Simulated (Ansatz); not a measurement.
C3H8BN (`CN1BCC1`), relaxed with RKS PBE-D4/def2-SVP in Ansatz 0.2.0 from a rough embedded geometry. The force threshold is 0.03 eV/Å; the program also tests the step.

The species carries charge 0 and has multiplicity 1.

Start:

```xyz
13

C     0.953    0.517    1.185
N    -0.361    0.220    0.731
B    -0.399   -1.272    0.299
C    -0.689   -0.628   -1.249
C    -0.569    0.700   -0.618
H     1.054    1.649    1.428
H     1.122    0.040    2.196
H     1.755    0.263    0.524
H    -0.283   -2.294    0.748
H    -1.620   -0.894   -1.637
H     0.237   -0.887   -1.894
H    -1.523    1.276   -0.731
H     0.322    1.309   -0.981
```

(1) How much energy does the relaxation release, and in how many steps? (Best estimate.)

(2) Which bonds change most? (Best estimate.)

(3) Give the relaxed structure. (An estimate is asked.)

## Answers

(1) Ansatz gave: 177.82 kJ/mol, in 10 steps, 1 of them rejected.

(2) Computed: N2–B3 from 1.553 to 1.410 Å; B3–C4 from 1.702 to 1.606 Å; B3–H9 from 1.122 to 1.216 Å; C4–C5 from 1.475 to 1.558 Å.

(3) Computed: 
```xyz
13

C     0.964    0.658    1.440
N     0.220   -0.005    0.405
B    -0.294   -1.281    0.096
C    -0.905   -0.745   -1.289
C    -0.288    0.611   -0.830
H     0.386    1.498    1.886
H     1.207   -0.062    2.246
H     1.918    1.082    1.052
H    -0.225   -2.314    0.734
H    -2.009   -0.737   -1.388
H    -0.474   -1.152   -2.226
H    -1.020    1.431   -0.643
H     0.520    1.015   -1.484
```
